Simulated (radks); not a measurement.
Q: Species: the bismuth ion Bi72+. Configuration: [Ne] 3s1. Method: Dirac Kohn-Sham, BLYP, spin-unpolarised, spherical densities, point nucleus; computed with a radial shooting solver on a logarithmic mesh with Libxc functionals.

Spin-orbit splittings of the eigenvalues, e(l+1/2) - e(l-1/2), with zeta = 2 splitting/(2l+1) and mean radii in bohr:

shell  occ.  splitting (eV)  zeta (eV)  <r> j=l-1/2  <r> j=l+1/2
2p        6               ?          ?      0.05303      0.06171
3p        0           662.3      441.6       0.1461       0.1588

Estimate the 2p splitting.

A: 2398 eV (zeta = 1599 eV).
